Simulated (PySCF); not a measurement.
Compound: ethyl butanoate, C6H12O2.
Atom-mapped SMILES: `[CH3:1][CH2:2][CH2:3][C:4](=[O:5])[O:6][CH2:7][CH3:8]` (hydrogens: H9, H10, H11 on C1; H12, H13 on C2; H14, H15 on C3; H16, H17 on C7; H18, H19, H20 on C8)

Computed with PySCF at PBE0/pcSseg-1 and CAM-B3LYP/def2-SVPD, non-relativistic, on one gas-phase PBE0-D3(BJ)/def2-SVP geometry that isn't relaxed in the solvent. The solvent is an IEF-PCM continuum (cavity from Bondi-type radii × 1.2). Specific hydrogen bonds and non-electrostatic terms are outside this model.

Gas phase at PBE0/pcSseg-1: HOMO -7.81 eV, LUMO 0.39 eV, dipole 1.80 D.

Question: What does the continuum do to the energy, the frontier levels and the dipole at PBE0/pcSseg-1 in benzene and methanol?

Answer: 
| solvent | ε | E(solvent) − E(gas) (kJ/mol) | polarisation term (kJ/mol) | distortion of the solute (kJ/mol) | HOMO (eV) | LUMO (eV) | dipole (D) |
| --- | --- | --- | --- | --- | --- | --- | --- |
| benzene | 2.271 | -9.59 | -10.12 | 0.53 | -7.91 | 0.34 | 2.03 |
| methanol | 32.61 | -20.25 | -22.80 | 2.55 | -8.05 | 0.26 | 2.34 |

The first energy column is the sum of the next two and covers electrostatics alone. From benzene to methanol the lowering changes by a factor 2.11, Onsager's factor (ε − 1)/(2ε + 1) by 2.08 and ε itself by 14.4.

Question: Which radius a makes the point-dipole formula ΔE = −[(ε − 1)/(2ε + 1)]·μ²/a³ give the value in methanol, with the gas-phase dipole?

Answer: μ = 0.710 au and |ΔE| = 0.00771 Eh give a = 1.67 Å; the farthest nucleus lies 4.40 Å from the centroid of the nuclei, so such a sphere wouldn't even hold the nuclei. The formula assumes a rigid point dipole at the centre of a sphere.

Question: Which IAO charges (PBE0/pcSseg-1) respond most in benzene (means over atoms taken as equivalent)?

Answer: 
```json
{"atoms": "O5", "environment": "ester carbonyl oxygen", "gas (e)": "-0.474", "solvent (e)": "-0.491", "change": "-0.017"}
{"atoms": "C4", "environment": "ester carbonyl carbon", "gas (e)": "+0.523", "solvent (e)": "+0.528", "change": "+0.005"}
{"atoms": "H14/H15", "environment": "methylene hydrogen", "gas (e)": "+0.152", "solvent (e)": "+0.154", "change": "+0.002"}
{"atoms": "H16/H17", "environment": "methylene hydrogen", "gas (e)": "+0.148", "solvent (e)": "+0.151", "change": "+0.003"}
{"atoms": "C7", "environment": "sp3 carbon bound to oxygen", "gas (e)": "-0.056", "solvent (e)": "-0.057", "change": "-0.001"}
{"atoms": "C1", "environment": "methyl carbon", "gas (e)": "-0.408", "solvent (e)": "-0.409", "change": "-0.001"}
```

Gas phase at CAM-B3LYP/def2-SVPD: HOMO -9.39 eV, LUMO 1.22 eV, dipole 1.89 D.

Question: What does the continuum do to the energy, the frontier levels and the dipole at CAM-B3LYP/def2-SVPD in benzene and methanol?

Answer: 
```json
{"solvent": "benzene", "ε": "2.271", "E(solvent) − E(gas) (kJ/mol)": "-9.86", "polarisation term (kJ/mol)": "-10.49", "distortion of the solute (kJ/mol)": "0.63", "HOMO (eV)": "-9.48", "LUMO (eV)": "1.25", "dipole (D)": "2.16"}
{"solvent": "methanol", "ε": "32.61", "E(solvent) − E(gas) (kJ/mol)": "-21.01", "polarisation term (kJ/mol)": "-24.14", "distortion of the solute (kJ/mol)": "3.13", "HOMO (eV)": "-9.62", "LUMO (eV)": "1.23", "dipole (D)": "2.53"}
```

The atom shares or the degeneracy of the LUMO differ from the gas phase in methanol, so that column needn't follow one orbital.

Question: How does the static polarisability (CAM-B3LYP/def2-SVPD, frozen core, with the continuum's full static response) change?

Answer: 
| medium | isotropic (au) | principal values (au) | ⟨r²⟩ of the electrons (bohr²) |
| --- | --- | --- | --- |
| gas | 81.2 | 70.3, 75.2, 98.2 | 1461.9 |
| benzene | 91.0 | 79.8, 86.4, 106.8 | 1461.4 |
| methanol | 105.8 | 95.4, 105.6, 116.3 | 1460.8 |

The isotropic value in methanol is 1.30 times the gas-phase one; no cavity-field correction is applied. ⟨r²⟩ is taken about the centre of nuclear charge.

The values belong to the conformer `[CH3:1][CH2:2][CH2:3][C:4](=[O:5])[O:6][CH2:7][CH3:8]`: C1–C2–C3–C4 178°, C2–C3–C4–O5 -89°, C3–C4–O6–C7 -178°, C4–O6–C7–C8 -83°.
